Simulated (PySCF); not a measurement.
SiF2ClBr, SMILES [Si](Cl)(F)(Br)F. Geometry: PBE-D3(BJ)/def2-SVP. The structure was generated by enumeration, and PubChem lists no compound with its InChIKey, so it may never have been made.

The numbers are results of PBE-D3(BJ)/def2-SVP (PySCF 2.14.0), not measurements.

Harmonic wavenumbers (cm⁻¹): 137, 177, 243, 248, 288, 434, 610, 876, 959. Rotational constants (GHz): 2.679, 1.235, 1.077; symmetry number 1.

**Question.** Work out the zero-point energy and the ideal-gas rigid-rotor harmonic-oscillator thermochemistry at 298.15 K and 1 atm.

**Answer.** ZPE = ½ Σ hcν = ½ × 3973 cm⁻¹ = 5.68 kcal/mol. H − E(el) = 10.07 kcal/mol. Entropy in cal/(mol K): translation 41.49, rotation 28.89, vibration 11.76, total 82.14. G − E(el) = -14.42 kcal/mol. Cp = 20.34 cal/(mol K). Modes under 150 cm⁻¹ make the vibrational entropy uncertain.
